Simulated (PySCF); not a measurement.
## Working with the constants of SiBr

UHF-CCSD(T) constants of SiBr, ²Π (doublet), unpaired electrons π ↑ (PySCF, no relativity, basis sets Si def2-TZVPPD, Br def2-TZVPPD; masses 27.9769 and 78.9183 u):

* ωe: 421.3 cm⁻¹
* ωexe: 1.41 cm⁻¹
* Be: 0.16316 cm⁻¹
* αe: 0.000822 cm⁻¹
* D (centrifugal): 9.79e-08 cm⁻¹
* De to Si + Br: 3.71 eV

Task: Give the vibrational terms G(v) and spacings up to v = 6.

Result: G(v) = ωe(v+½) − ωexe(v+½)².

| v | G(v) (cm⁻¹) | G(v) − G(v−1) | Bv (cm⁻¹) |
| --- | --- | --- | --- |
| 0 | 210.3 |  | 0.1627 |
| 1 | 628.8 | 418.5 | 0.1619 |
| 2 | 1044.4 | 415.7 | 0.1611 |
| 3 | 1457.3 | 412.8 | 0.1603 |
| 4 | 1867.3 | 410.0 | 0.1595 |
| 5 | 2274.5 | 407.2 | 0.1586 |
| 6 | 2678.9 | 404.4 | 0.1578 |

Task: How well does the Morse estimate ωe²/(4ωexe) reproduce De, and what is D0?

Result: It gives 3.90 eV, 105 % of the computed De. D0 = De − G(0) = 3.71 − 0.03 = 3.68 eV.

Correlated steps freeze 14 core orbitals. Spin–orbit coupling is left out. The state is the lowest determinant that a PBE0 search found; another state may lie lower at other levels.
